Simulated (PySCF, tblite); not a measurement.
Isomers of C4H8F2Si. Calculated harmonic vibrations of the isolated species, GFN2-xTB (tblite), most abundant isotopes, no scaling. Against measured fundamentals such values can be off by several per cent, at times by over 20. Modes of hydrogen on silicon can be 10 to 20 % off. One conformer each.

Electronic energies: PBE0-D3(BJ)/def2-SVP at its own geometries (PySCF, gas phase).

| SMILES | electronic energy, lowest = 0 (kcal/mol) |
| --- | --- |
| F[C@@H]1CC[C@H](F)[SiH2]1 | 8.2 |
| F[C@@H]1CC[C@@H](F)[SiH2]1 | 6.3 |
| C[C@@]1(C(F)F)C[SiH2]1 | 17.6 |
| F[C@@H]1CC[SiH2][C@H]1F | 0.0 |
| FC(F)[C@@H]1CC[SiH2]1 | 4.9 |

Q: How do GFN2-xTB zero-point energies change the relative energies?

A: 
```json
{"SMILES": "F[C@@H]1CC[SiH2][C@H]1F", "ZPE (kcal/mol)": "69.3", "of it from modes above 1550 cm⁻¹": "32.1", "electronic (kcal/mol)": "0.0", "with ZPE, lowest = 0 (kcal/mol)": "0.0", "lowest mode (cm⁻¹)": "62", "rings": "1"}
{"SMILES": "FC(F)[C@@H]1CC[SiH2]1", "ZPE (kcal/mol)": "68.7", "of it from modes above 1550 cm⁻¹": "32.1", "electronic (kcal/mol)": "4.9", "with ZPE, lowest = 0 (kcal/mol)": "4.3", "lowest mode (cm⁻¹)": "39", "rings": "1"}
{"SMILES": "F[C@@H]1CC[C@@H](F)[SiH2]1", "ZPE (kcal/mol)": "69.3", "of it from modes above 1550 cm⁻¹": "32.2", "electronic (kcal/mol)": "6.3", "with ZPE, lowest = 0 (kcal/mol)": "6.4", "lowest mode (cm⁻¹)": "66", "rings": "1"}
{"SMILES": "F[C@@H]1CC[C@H](F)[SiH2]1", "ZPE (kcal/mol)": "69.3", "of it from modes above 1550 cm⁻¹": "32.1", "electronic (kcal/mol)": "8.2", "with ZPE, lowest = 0 (kcal/mol)": "8.2", "lowest mode (cm⁻¹)": "60", "rings": "1"}
{"SMILES": "C[C@@]1(C(F)F)C[SiH2]1", "ZPE (kcal/mol)": "68.1", "of it from modes above 1550 cm⁻¹": "32.7", "electronic (kcal/mol)": "17.6", "with ZPE, lowest = 0 (kcal/mol)": "16.3", "lowest mode (cm⁻¹)": "56", "rings": "1"}
```

The zero-point energies span 1.2 kcal/mol, from `C[C@@]1(C(F)F)C[SiH2]1` to `F[C@@H]1CC[C@@H](F)[SiH2]1`. The order is unchanged.

Q: And how do the electronic energies of GFN2-xTB itself compare?

A: `F[C@@H]1CC[SiH2][C@H]1F` 0.0; `FC(F)[C@@H]1CC[SiH2]1` 10.9; `F[C@@H]1CC[C@@H](F)[SiH2]1` 2.5; `F[C@@H]1CC[C@H](F)[SiH2]1` 3.5; `C[C@@]1(C(F)F)C[SiH2]1` 26.5 kcal/mol, lowest = 0. Against the energies above, taken from the same isomer `F[C@@H]1CC[SiH2][C@H]1F`, the largest difference is 8.9 kcal/mol. The two levels were optimised apart and needn't hold the same conformer.

Q: What do entropy and thermal enthalpy add at 298.15 K and 1 bar (rigid rotor, harmonic oscillator, one conformer each)?

A: 
```
                    SMILES  point group  symmetry number  S (cal/(mol K))  H − H(0) (kcal/mol)  ZPE + H − H(0) − TS (kcal/mol)
   F[C@@H]1CC[SiH2][C@H]1F           C1                1             86.0                 5.41                            49.1
     FC(F)[C@@H]1CC[SiH2]1           C1                1             90.3                 5.70                            47.5
F[C@@H]1CC[C@@H](F)[SiH2]1           C2                2             84.6                 5.43                            49.5
 F[C@@H]1CC[C@H](F)[SiH2]1           C1                1             86.1                 5.44                            49.1
    C[C@@]1(C(F)F)C[SiH2]1           C1                1             89.7                 5.99                            47.3
```
